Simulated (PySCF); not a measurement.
C3H7NOSi.
SMILES with atom numbers: `[O:1]=[CH:2][NH:3][SiH:4]1[CH2:5][CH2:6]1`

The computed photoelectron lines, unassigned: C 1s: 289.90 (area 2), 293.79 (area 1) eV; N 1s: 405.64 eV; O 1s: 537.32 eV; Si 1s: 1846.80 eV; Si 2p3/2: 106.98 eV.

Computed, not measured: delta-SCF UKS SCAN, pcX-2 on the ionised atom, pcseg-1 elsewhere, spin-free X2C in PySCF. Isolated species at its GFN2-xTB geometry (one conformer only).

(1) Assign the C 1s lines to atoms.

Results:

(1) 289.90 eV: C5/C6 (sp3 carbon bound to silicon); 293.79 eV: C2 (amide carbonyl carbon). The listed C 1s values span 3.89 eV, from C5/C6 (bonded to C, 2 H and Si) to C2 (bonded to O (double bond), N and H). Summing the Pauling electronegativity differences to the bonded atoms, each weighted by its formal bond order, gives -1.35 for the lowest site and +1.92 for the highest.

Bonded neighbours of each site: O1: C (double bond); C2: O (double bond), N and H; N3: C, H and Si; Si4: N, 2 C and H; C5/C6: C, 2 H and Si.

**Question.** Which photon wavelength matches the Si 1s of Si4 threshold?

**Answer.** λ = hc/E = 12398.42 eV Å / 1846.80 eV = 6.713 Å.

Topologically equivalent atoms share the value of their first member; where this conformer doesn't relate them by symmetry, their own values could differ. Spin contamination (⟨S²⟩ against 0.75 for a pure doublet) is marked for C 1s of C2 (0.86), which makes this value less certain. Spin–orbit and ligand-field terms were added within each 2p shell after the spin-free SCF. 2p1/2 minus 2p3/2 (ligand field included): Si 0.63 eV.

The values belong to the conformer `[O:1]=[CH:2][NH:3][SiH:4]1[CH2:5][CH2:6]1`: O1–C2–N3–Si4 2°, C2–N3–Si4–C5 -152°.
